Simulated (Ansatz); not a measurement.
A run for Ansatz (a quantum-chemistry and plane-wave program): R-RI-MP2/cc-pV(Q+d)Z on CH5NSi (SMILES C[Si]N), a point of a torsion scan. Files ending in .json are basis or fitting sets from the Basis Set Exchange.

Ansatz 0.2 input:
```yaml
crystal:
  periodic: [false, false, false]
  atoms:
    - {symbol: C, position_ang: [1.17856188, -0.15835804, 0.10686490]}
    - {symbol: Si, position_ang: [-0.02072343, 1.22462899, 0.69100170]}
    - {symbol: N, position_ang: [-1.20631692, 0.25702817, 1.46626346]}
    - {symbol: H, position_ang: [1.27533670, -0.14356582, -0.97842466]}
    - {symbol: H, position_ang: [2.17696967, 0.00905573, 0.50994850]}
    - {symbol: H, position_ang: [0.87020482, -1.16461684, 0.39691311]}
    - {symbol: H, position_ang: [-1.18508377, -0.75235916, 1.53912639]}
    - {symbol: H, position_ang: [-2.02218997, 0.64399059, 1.90899306]}
basis:
  gaussian:
    orbitals: cc-pV_Q+d_Z.json
    fitting: {mean_field: def2-universal-JKFIT, correlation: cc-pVQZ-RIFIT.json}
magnetization: {spin_polarized: false}
correlation: {method: mp2, electrons: outside_noble_gas}
scf: {lower_state_search: off}
```

Q: Predict the final total energy.

A: -384.7548 hartree.
